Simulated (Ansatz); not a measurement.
Geometry optimisation, RKS revPBE-D4/def2-SVP in Ansatz.

Input file:

```yaml
crystal:
  periodic: [false, false, false]
  atoms:
    - { symbol: Zn, position_ang: [0.559959, -0.570114, -0.417654] }
    - { symbol: F, position_ang: [1.402434, -1.495953, 0.863007] }
    - { symbol: C, position_ang: [-0.281799, 0.254399, -1.953327] }
    - { symbol: H, position_ang: [0.795245, -0.22688, 2.523151] }
    - { symbol: S, position_ang: [-0.03309, 0.815358, 2.813958] }
    - { symbol: H, position_ang: [0.44611, 0.884039, -2.5051] }
    - { symbol: H, position_ang: [-0.658093, -0.52915, -2.645748] }
    - { symbol: H, position_ang: [-1.13655, 0.893221, -1.647378] }
    - { symbol: H, position_ang: [-1.094217, -0.024921, 2.969191] }
basis:
  gaussian: { orbitals: def2-SVP }
hamiltonian:
  xc: revpbe
  dispersion: d4
relax:
  f_tol: 0.03
  max_steps: 50
output:
  orbitals: {}
```

Launched with:

```bash
$ ansatz run input.yaml --threads 2 --pin off --max-ram 3072MiB --backend cpu --events-out ev --progress --plain --runs-dir out
```

Where does it end, and by what steps?

It converged. After 5 steps the energy has fallen by 0.109 eV; S5 moved furthest, 0.46 Å.

```
step  energy less start (eV)  largest force component (eV/Å)  accepted
   0                  0.0000                           0.137       yes
   1                 -0.0567                           0.222       yes
   2                 -0.0915                           0.190       yes
   3                 -0.1027                           0.076       yes
   4                 -0.1075                           0.088       yes
   5                 -0.1087                           0.016       yes
```

```xyz
9
Properties=species:S:1:pos:R:3
Zn 0.505 -0.498 -0.173
F 1.433 -1.503 1.031
C -0.304 0.266 -1.766
H 0.849 -0.296 2.267
S -0.013 0.788 2.355
H 0.437 0.888 -2.310
H -0.668 -0.521 -2.457
H -1.159 0.914 -1.484
H -1.081 -0.038 2.537
```

Whether the end is a true minimum wasn't checked by a vibrational analysis.

Run time: 7.2 s on 2 threads of Intel(R) Xeon(R) 6975P-C (Granite Rapids), with other jobs on the host, peak memory 0.17 GiB.
